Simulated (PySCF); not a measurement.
How methods differ on the excitation energy of Si

Si [Ne] 3s2 3p2 (3P) → Si [Ne] 3s1 3p2 4s1 (5P), as a difference of total energies. All numbers are calculated (PySCF 2.14, scalar relativity by spin-free X2C-1e, in dyall-av3z). Correlated levels: valence: [Ne] frozen; virtual orbitals above 40 to 60 times the deepest correlated orbital energy dropped. The calculations carry no spin-orbit coupling.

```
           method  excitation energy (eV)
              UHF                   8.503
    MP2 (valence)                   9.639
SCS-MP2 (valence)                   9.997
   CCSD (valence)                   9.914
CCSD(T) (valence)                   9.973
```

Question: How much does correlation contribute at CCSD(T) (valence)?

Answer: 9.973 − (8.503) = 1.470 eV, measured against UHF.

The upper state lies above the first ionisation limit, but in LS coupling its spin forbids autoionisation to the ground ion. A Rydberg-like electron needs more diffuse functions than a valence basis has.

The promoted electron is Rydberg-like, and one or two diffuse shells describe it only roughly, which tends to raise the upper state.
